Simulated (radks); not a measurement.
Q: The mean radii <r> (bohr) of the occupied orbitals of an atom or ion are listed with their occupations. All-electron calculation, Dirac Kohn-Sham, PBEsol, spin-unpolarised, spherical densities, point nucleus. Program: a radial shooting solver on a logarithmic mesh with Libxc functionals.

orbital  occ.     <r>
1s1/2       2  0.2713
2s1/2       2   1.576
2p1/2       2   1.799

Name the element and its charge. Open shells, if any, fill j = l - 1/2 first.

A: Z = 6, carbon, charge 0: C in [He] 2s2 2p2. The 1s radius gives Z: for a bare nucleus <r> = (2 gamma + 1)/(2Z) with gamma = sqrt(1 - (Z/c)^2), 0.2498 bohr for Z = 6, and screening makes it slightly larger (0.2713 here). The occupations add up to 6, and the charge is Z minus that.
